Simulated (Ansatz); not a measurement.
`[NH2][Mg][Br]` + H₂O → `[NH2][Mg][OH]` + HBr at 298.15 K and 1 bar (formal hydrolysis of a Mg–Br bond).

Calculated with Ansatz (gas phase, PBE0-D4/def2-TZVP geometries, no zero-point term in ΔE). CCSD(T)/CBS is the MP2 limit (def2-TZVPP, def2-QZVPP) plus CCSD(T) − MP2 in def2-TZVPP, frozen cores. This one scheme is used for every species. For Br, Mg outer-core shells are correlated without core-valence functions, which leaves a few kJ/mol of doubt a bond. Scalar relativity is left out up to krypton. One conformer a species, not always the lowest.

| species | CCSD(T)/CBS energy (Eh) | H − E (kJ/mol) | S (J/(mol·K)) |
| --- | --- | --- | --- |
| `[NH2][Mg][Br]` | -2829.22045 | 82.0 | 301.7 |
| H₂O | -76.37941 | 66.4 | 188.7 |
| `[NH2][Mg][OH]` | -331.64469 | 113.2 | 306.7 |
| HBr | -2573.91920 | 24.6 | 198.6 |

H − E and S are ideal-gas, rigid-rotor, harmonic terms from PBE0-D4/def2-TZVP, for one conformer and one mirror image of each species. 1 Eh = 2625.50 kJ/mol, R = 8.31446 J/(mol·K).

**Question.** By hand: ΔE, ΔH, ΔS and ΔG.

**Answer.** ΔE = (-331.64469) + (-2573.91920) − (-2829.22045) − (-76.37941) = 0.03597 Eh = 94.4 kJ/mol. Δ(H − E) = 113.2 + 24.6 − 82.0 − 66.4 = -10.6, so ΔH = 83.8 kJ/mol. ΔS = 306.7 + 198.6 − 301.7 − 188.7 = 14.9 J/(mol·K). ΔG = 83.8 − 298.15 × (14.9)/1000 = 79.4 kJ/mol.

**Question.** By hand: the equilibrium constant, and the temperature at which ΔG would vanish if ΔH and ΔS stayed fixed.

**Answer.** log₁₀ K = −ΔG/(RT ln 10) = -13.9. ΔG = 0 at ΔH/ΔS = 5624 K, far beyond where these terms or the molecules hold.

The number of gas molecules stays the same, so ΔS is small and ΔH decides. A doubt of 5 kJ/mol in ΔE shifts log₁₀ K by 0.9 here. Other conformers and mirror images would add mixing entropy, several J/(mol·K) or more a flexible species. These are equilibria of isolated gas molecules and say nothing of rates. Largest T1 diagnostic: 0.010 (customary marks: 0.02 for closed shells, 0.045 for open ones).
